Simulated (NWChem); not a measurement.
Species: VNHCl$_{3}$; SMILES [NH]=[V]([Cl])([Cl])[Cl]

```xyz
6

V      0.0000     0.0000    -0.2323
N      0.0000     0.0000    -1.8074
H      0.0000     0.0000    -2.8291
Cl     0.6083    -1.9559     0.3915
Cl     1.3897     1.5048     0.3915
Cl    -1.9980     0.4511     0.3915
```
Atoms are numbered in this order, from 1.

The geometry was optimised at PBE0/def2-SVP. No frequency run checked for a minimum.

Give the principal values of the shielding tensors (ppm) of V1, N2, Cl4 from PBE/pcSseg-1, GIAO (NWChem), with their diamagnetic and paramagnetic parts as GIAO splits them.


```csv
atom,σ11,σ22,σ33,isotropic,diamagnetic,paramagnetic
V1,-2150.2,-1488.7,-1488.7,-1709.2,1712.2,-3421.4
N2,-400.3,-400.2,62.9,-245.9,327.7,-573.5
Cl4,-758.5,499.0,568.4,103.0,1148.0,-1045.1
```
